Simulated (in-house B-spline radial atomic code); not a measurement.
Results of a calculation; reference values are marked as such.
**Ghost states of the separable form: Te**

Te, [Kr] 4d10 5s2 5p4, non-relativistic LDA (VWN5), spherical and spin-unpolarised, from a B-spline radial code for spherical atoms (atomic units; all potentials screened as in the neutral atom).

Troullier-Martins channels: 5s (ε = -0.5210, r_c = 1.556 bohr), 5p (ε = -0.2266, r_c = 1.901 bohr). In the Kleinman-Bylander form one channel serves as the local potential, and each other channel l becomes |δV u><u δV|/<u|δV|u>, with δV = V_l − V_local and u the pseudo-orbital. Its strength is E_KB = <u|δV²|u>/<u|δV|u>. By the analysis of Gonze, Stumpf and Scheffler a spurious state lies below the reference level ε if E_KB > 0 and ε is above the second level of the local potential alone, or if E_KB < 0 and ε is above its first. The table's levels are those of angular momentum l in a sphere of 9 bohr, whose wall can lift a shallow ε a little above its free-atom value.

```tsv
local	channel	<u δV u>	<u δV² u>	ε	first local level	second local level
p	s	-0.033666	0.30326	-0.5210	-0.5229	0.0110
s	p	0.013994	0.15552	-0.2264	-0.2542	0.0936
```

Q: Apply the rule to each row.

A: Local p, channel s: E_KB = -9.01, so ε = -0.5210 is set against -0.5229: a ghost. Local s, channel p: E_KB = +11.1, so ε = -0.2264 is set against 0.0936: no ghost.

Diagonalising the separable Hamiltonian gives:

| local | channel | three lowest levels | all-electron, two lowest valence levels |
| --- | --- | --- | --- |
| p | s | -0.7109, -0.5210, 0.0299 | -0.5210, 0.0223 |
| s | p | -0.2264, 0.0993, 0.4348 | -0.2264, 0.0993 |

Q: Which choices of local channel are safe?

A: Free of ghosts: s. With p local the s channel has a ghost 0.19 hartree below ε, since the attractive projector pulls a state below the first local level. Among the safe choices the second level, which tests transfer, is off by at most 0.1 millihartree (s local).
